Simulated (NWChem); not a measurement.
System: GeH₄Se; SMILES [GeH3][SeH]

```xyz
6

Ge    -0.0032     1.1592    -0.0012
Se    -0.0487    -1.1986    -0.0056
H      0.7297     1.6916    -1.2448
H     -1.4805     1.5790    -0.0302
H      0.6788     1.6898     1.2719
H      1.4185    -1.3083     0.0081
```
Atoms are numbered in this order, from 1.

Level: PBE0/def2-SVP (NWChem), optimised geometry, unscaled harmonic frequencies. This build's default masses of Se (78.918 u) and Br (79.917 u) are each other's, which moves their modes by up to 0.6 %.

Question: List the harmonic frequencies with IR intensities, and the thermochemistry.

Answer: 
| frequency (cm⁻¹) | IR intensity (km/mol) |
|---|---|
| 151 | 7.7 |
| 291 | 11.0 |
| 480 | 15.1 |
| 548 | 10.6 |
| 715 | 10.3 |
| 828 | 227.3 |
| 871 | 39.8 |
| 889 | 45.7 |
| 2158 | 76.1 |
| 2161 | 115.4 |
| 2181 | 89.3 |
| 2455 | 9.9 |

| Property | Result |
|---|---|
| zero-point energy | 19.6 kcal/mol |
| thermal correction to the enthalpy at 298.15 K (with zero-point energy) | 23.1 kcal/mol |
| heat capacity Cv | 14.5 cal/(mol K) |
| entropy at 298.15 K and 1 atm (symmetry number 1) | 71.7 cal/(mol K) |
| dipole moment | 1.17 D |

Rigid rotor and harmonic oscillator.
